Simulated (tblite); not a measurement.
C8H8.
Numbering: `[CH3:1][c:2]1[cH:3][cH:4][cH:5][c:6]2[c:7]1[CH2:8]2` (hydrogens: H9, H10, H11 on C1; H12 on C3; H13 on C4; H14 on C5; H15, H16 on C8)

Computed with GFN2-xTB (tblite), gas phase: Langevin dynamics at 300 K from the optimised GFN2-xTB geometry, time step 0.5 fs, friction 0.01 fs⁻¹, 2000 steps.

Start geometry:
```
atom  x, y, z in Å
C1      2.276   -0.391   -0.275
C2      0.842    0.000   -0.098
C3      0.439    1.356   -0.032
C4     -0.874    1.752    0.131
C5     -1.941    0.835    0.245
C6     -1.527   -0.453    0.171
C7     -0.215   -0.845    0.009
C8     -1.247   -1.914    0.115
H9      2.406   -1.457   -0.109
H10     2.909    0.156    0.422
H11     2.610   -0.154   -1.286
H12     1.204    2.116   -0.109
H13    -1.096    2.808    0.175
H14    -2.960    1.165    0.376
H15    -1.310   -2.496    1.029
H16    -1.523   -2.468   -0.775
```

The statistics below take the 31 frames saved every 25 fs from 250 to 1000 fs; their kinetic temperature (all 3N coordinates) averages 307 K.

Question: Give the mean, spread and extremes of the bond lengths.

Answer: 
```
  bond  start (Å)  mean (Å)  standard deviation (Å)  shortest (Å)  longest (Å)
 C1–C2      1.497     1.504                   0.029         1.441        1.570
 C2–C3      1.416     1.423                   0.023         1.375        1.461
 C3–C4      1.381     1.381                   0.024         1.336        1.426
 C4–C5      1.411     1.425                   0.022         1.377        1.477
 C5–C6      1.355     1.354                   0.025         1.308        1.399
 C6–C7      1.379     1.375                   0.020         1.332        1.420
 C7–C8      1.490     1.497                   0.024         1.454        1.550
 C2–C7      1.358     1.359                   0.022         1.315        1.395
 C6–C8      1.489     1.492                   0.026         1.437        1.544
 C1–H9      1.087     1.095                   0.024         1.031        1.142
C1–H10      1.089     1.096                   0.032         1.037        1.154
C1–H11      1.090     1.095                   0.045         1.008        1.172
C3–H12      1.081     1.086                   0.026         1.048        1.168
C4–H13      1.081     1.086                   0.022         1.020        1.137
C5–H14      1.080     1.090                   0.043         1.014        1.153
C8–H15      1.085     1.088                   0.017         1.062        1.123
C8–H16      1.085     1.086                   0.025         1.034        1.141
```

Question: Give the same statistics for bond angles, one of each kind among heavy atoms.

Answer: 
```
   angle  start (°)  mean (°)  standard deviation (°)  smallest (°)  largest (°)
C1–C2–C3      121.9     122.5                     2.8         117.2        129.2
C1–C2–C7      126.3     125.7                     2.5         119.0        130.0
C3–C2–C7      111.7     111.2                     2.4         107.3        118.4
C2–C3–C4      123.4     123.4                     2.7         118.1        128.2
C3–C4–C5      122.8     122.5                     2.4         118.0        128.6
C4–C5–C6      112.5     112.2                     2.3         108.8        116.5
C5–C6–C7      124.5     124.6                     2.4         119.9        130.7
C5–C6–C8      173.0     169.6                     3.3         162.2        175.8
C7–C6–C8       62.5      62.8                     1.3          60.5         65.6
C6–C7–C8       62.4      62.4                     1.4          59.5         64.8
C2–C7–C6      125.0     125.3                     2.3         120.3        129.8
C2–C7–C8      172.6     169.3                     3.7         160.5        176.0
C6–C8–C7       55.2      54.8                     1.3          51.9         57.9
```

Question: How far does each atom move about its mean position (frames aligned on the start, all atoms weighted alike), and what rms force does it feel?

Answer: 
```
atom  rms displacement (Å)  rms force (eV/Å)
  C1                  0.06              2.17
  C2                  0.10              1.79
  C3                  0.11              1.62
  C4                  0.10              1.72
  C5                  0.09              2.24
  C6                  0.11              1.63
  C7                  0.13              1.45
  C8                  0.14              1.43
  H9                  0.80              0.91
 H10                  0.78              1.14
 H11                  0.78              1.49
 H12                  0.18              0.86
 H13                  0.19              0.82
 H14                  0.17              1.42
 H15                  0.24              0.65
 H16                  0.22              0.88
```

The displacements run from 0.06 to 0.80 Å, the largest at H9.

Question: How widely does the potential energy scatter, against a harmonic estimate?

Answer: Mean 0.52 eV above the start, standard deviation 0.087 eV, range 0.37 to 0.74 eV. For 42 classical harmonic modes at 300 K the canonical values are 42kT/2 = 0.54 eV and kT·√(42/2) = 0.118 eV.

The run is classical and short, so these are rough statistics of one trajectory.

The cost below is that of the whole dynamics run. The run took 11 s of wall time on an Arm Neoverse V1 with one thread, shared host with 64 logical CPUs at a one-minute load of 34, and the process peaked at 0.18 GiB of memory.
